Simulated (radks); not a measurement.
Initial-state core-level shifts of the thallium ion Tl+ when its valence configuration changes from [Hg]. Calculated with a radial shooting solver on a logarithmic mesh with Libxc functionals: non-relativistic Kohn-Sham, BLYP, spin-polarised, spherical densities, point nucleus; open shells are filled with parallel spins first (spin-orbit coupling, left out, can overturn this in heavy ions); relativity is left out, which matters for an element this heavy. Shifts are changes of the shell-averaged eigenvalues in eV (positive: less bound); the change of the density at the nucleus, which sets a Mossbauer isomer shift, is in e/bohr^3, on a base of 3.818e+05.

valence                          2p       3p       3d       4s  density at nucleus
[Xe] 4f14 5d10 6s1 6p1       -1.214   -1.227   -1.225   -1.232              -21.61
[Xe] 4f13 5d10 6s2 6p1      -22.459  -24.592  -24.447  -20.244              +37.96
[Xe] 4f14 5d9.5 6s2 6p0.5    -3.278   -3.242   -3.253   -3.208               +5.19
[Xe] 4f12 5d10 6s2 6p2      -45.752  -50.059  -49.787  -40.915              +77.70
[Xe] 4f14 5d10 6s1.5 6p0.5   -0.641   -0.647   -0.646   -0.649              -10.55
[Xe] 4f14 5d8 6s2 6p2       -13.093  -12.912  -12.965  -12.740              +21.33
[Xe] 4f13.5 5d10 6s2 6p0.5  -11.125  -12.185  -12.111  -10.067              +18.74
[Xe] 4f14 5d9 6s2 6p1        -6.547   -6.469   -6.492   -6.394              +10.48
[Xe] 4f13 5d10 6s1 6p2      -23.489  -25.638  -25.491  -21.295              +12.28
